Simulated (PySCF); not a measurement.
Labels have come off several samples. The candidates:

A. `InChI=1S/C6H10N2OSi/c1-7-10-9-6-4-2-3-5-8-6/h2-5,7H,10H2,1H3`
B. SMILES FC/C=C(/F)C(F)F
C. `C=C(F)CC(C)C`
D. SMILES C=C(OC)[SiH2]/N=C/CC#N
E. `F[C@@H]1C[C@H](F)C1(F)F`

Spectrum 1. ¹H NMR (500 MHz, computed): δ 8.51 (t, 1H), 5.18 (s, 2H), 4.80 (m, 1H), 4.71 (m, 1H), 3.73 (s, 3H), 3.23 (d, 2H). ¹³C{¹H} NMR (computed): δ 170.5 (C), 169.0 (CH), 119.0 (C), 99.6 (CH2), 55.9 (CH3), 33.2 (CH2).

Spectrum 2. ¹H NMR (500 MHz, computed): δ 4.81 (m, 1H), 4.40 (m, 1H), 1.98 (m, 2H), 1.81 (m, 1H), 0.99 (d, 6H). ¹³C{¹H} NMR (computed): δ 177.6 (C), 96.7 (CH2), 46.7 (CH2), 29.0 (CH), 24.1 (CH3).

Spectrum 3. ¹H NMR (500 MHz, computed): δ 4.98 (m, 2H), 2.76 (m, 1H), 2.41 (m, 1H). ¹³C{¹H} NMR (computed): δ 125.5 (C), 90.6 (CH), 33.3 (CH2).

Spectrum 4. ¹H NMR (500 MHz, computed): δ 8.42 (d, 1H), 7.91 (m, 1H), 6.99 (m, 1H), 6.92 (d, 1H), 5.44 (s, 2H), 2.80 (s, 3H), 0.17 (br s, 1H). ¹³C{¹H} NMR (computed): δ 168.7 (C), 153.8 (CH), 145.4 (CH), 120.7 (CH), 116.6 (CH), 28.6 (CH3).

Spectrum 5. ¹H NMR (500 MHz, computed): δ 6.40 (m, 1H), 6.39 (m, 1H), 5.92 (m, 2H). ¹³C{¹H} NMR (computed): δ 161.5 (C), 124.8 (CH), 119.3 (CH), 79.8 (CH2).

PySCF 2.14.0 with density-fitted response routines calculation with coordinates at the GFN2-xTB level and shieldings: GIAO PBE0/pcSseg-1; non-relativistic Hamiltonian, one conformer, fast rotation and ring inversion assumed for equivalent nuclei, isolated molecule.

Chemical shifts δ = σref − σ; ¹H, ¹³C vs TMS, all at this level. Splittings of carbon signals by F and P are missing where no couplings were computed. Where no couplings were computed, multiplicities follow the n + 1 count of equivalent neighbours, and m marks all less simple cases (inequivalent or close neighbours, rings, F or P nearby). Shifts are as computed. Against solution values, carbons near 30 ppm lie about +3 ppm off and those near 130 ppm about +5 ppm. Of 1309 compounds with measured shifts, 239 miss one by over three times the rms of a fit or turn the order of signals round; such compounds aren't used in these exercises. OH and NH positions are gas-phase values without hydrogen bonding to other molecules.

**Question.** Match each spectrum to its structure.

**Answer.** 1–D, 2–C, 3–E, 4–A, 5–B.

- Spectrum 1 (D): 6 ¹³C signals; δC 170.5 is an alkene carbon bearing oxygen; δC 119.0 is a nitrile carbon.
- Spectrum 2 (C): 5 ¹³C signals; δC 46.7 is an allylic sp3 CH2; δC 29.0 is an sp3 CH.
- Spectrum 3 (E): 3 ¹³C signals; δC 125.5 is a fully substituted sp3 carbon bonded to 2 F; δC 90.6 is an sp3 CH bonded to F.
- Spectrum 4 (A): 6 ¹³C signals; δC 168.7 is an aromatic carbon bearing oxygen; δC 153.8 is an aromatic CH next to a ring nitrogen.
- Spectrum 5 (B): 4 ¹³C signals; δC 161.5 is a fully substituted alkene carbon; δC 124.8 is an alkene CH.
